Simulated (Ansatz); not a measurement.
Mulliken charges of CH₅BrGe, SMILES `[GeH3][CH2]Br` from PBE/def2-TZVPP in Ansatz (PBE0-D4/def2-TZVP geometry).

```json
{"atom": "Ge1", "x (Å)": "-0.569", "y (Å)": "0.626", "z (Å)": "-0.493", "charge (e)": "0.095"}
{"atom": "C2", "x (Å)": "0.499", "y (Å)": "-0.563", "z (Å)": "0.647", "charge (e)": "-0.266"}
{"atom": "Br3", "x (Å)": "1.687", "y (Å)": "-1.658", "z (Å)": "-0.431", "charge (e)": "-0.122"}
{"atom": "H4", "x (Å)": "-1.405", "y (Å)": "-0.225", "z (Å)": "-1.456", "charge (e)": "0.002"}
{"atom": "H5", "x (Å)": "0.375", "y (Å)": "1.547", "z (Å)": "-1.276", "charge (e)": "0.002"}
{"atom": "H6", "x (Å)": "-1.496", "y (Å)": "1.466", "z (Å)": "0.406", "charge (e)": "-0.014"}
{"atom": "H7", "x (Å)": "1.129", "y (Å)": "-0.002", "z (Å)": "1.334", "charge (e)": "0.152"}
{"atom": "H8", "x (Å)": "-0.128", "y (Å)": "-1.248", "z (Å)": "1.213", "charge (e)": "0.152"}
```

Question: By hand: the dipole of these point charges (1 e Å = 4.8032 D).

Answer: Σ q r = (-0.222, 0.204, 0.210) e Å, of length 0.367 e Å = 1.76 D.

Question: How does the dipole of the full density compare? (Best estimate.)

Answer: The calculation gave: (-0.182, 0.162, 0.218) e Å, 1.57 D; the point charges give 1.12 times that, at 7° from its direction.

Point charges leave out the atoms' own dipoles, such as those of lone pairs, and Mulliken's split depends on the basis, so the close match here is no proof of good charges.
